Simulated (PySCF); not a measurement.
## Peak assignment

Cartesian coordinates in Å; atom numbers follow the order of the lines, from 1:
```xyz
18

C    -2.416   -1.106    0.048
C    -1.192   -0.246   -0.049
C    -1.301    1.110   -0.330
C    -0.170    1.902   -0.403
C     1.081    1.352   -0.193
C     1.213    0.000    0.097
C     2.568   -0.605    0.314
C     0.070   -0.784    0.164
H    -3.211   -0.720   -0.586
H    -2.781   -1.120    1.075
H    -2.196   -2.130   -0.246
H    -2.277    1.545   -0.491
H    -0.264    2.956   -0.625
H     1.962    1.974   -0.256
H     2.513   -1.443    1.005
H     2.968   -0.974   -0.632
H     3.262    0.133    0.708
H     0.164   -1.838    0.388
```

[PySCF: shieldings: GIAO PBE0/pcSseg-1; coordinates at the GFN2-xTB level; non-relativistic Hamiltonian; no solvent; averaged over atoms made equivalent by symmetry, fast rotation or ring inversion; one conformer]

δ = σ(ref) − σ, references computed at the same level: ¹³C (σ = 186.93 ppm), ¹H (σ = 31.72 ppm) against TMS.

Question: Assign these signals to the numbered atoms. ¹³C{¹H} NMR (computed): δ 143.4, 134.5, 134.1, 131.2, 24.2.

Answer: 
143.4 → C2/C6, substituted aromatic carbon
134.5 → C8, aromatic CH: the aromatic region
134.1 → C4, aromatic CH
131.2 → C3/C5, aromatic CH
24.2 → C1/C7, methyl carbon on an aromatic ring: a saturated carbon with 1 carbon neighbour and no heteroatom attached

C8 and C4 lie closer than the usual error of such a calculation, so a measured spectrum could show them in the other order.

Question: Assign these signals to the numbered atoms. ¹H NMR (400 MHz, computed): δ 7.47 (t, 1H), 7.31 (s, 1H), 7.26 (d, 2H), 2.47 (s, 6H).

Answer: 
| δ (ppm) | atoms | environment | reason |
| --- | --- | --- | --- |
| 7.47 | H13 | hydrogen on an aromatic CH | it sits in the deshielding region of the aromatic ring current |
| 7.31 | H18 | hydrogen on an aromatic CH | – |
| 7.26 | H12/H14 | hydrogen on an aromatic CH | – |
| 2.47 | H9/H10/H11/H15/H16/H17 | hydrogen on a methyl carbon on an aromatic ring | benzylic-type position, deshielded by the ring |

H18 and H12/H14 lie closer than the usual error of such a calculation, so a measured spectrum could show them in the other order.

Shifts are as computed. Against solution values, carbons near 30 ppm lie about +3 ppm off and those near 130 ppm about +5 ppm. Of 1211 compounds with measured shifts, 218 miss one by over three times the rms of a fit or turn the order of signals round; such compounds aren't used in these exercises. Multiplicities follow the n + 1 count of equivalent neighbours, as no J values were calculated; m marks all less simple cases, F and P coupling included.
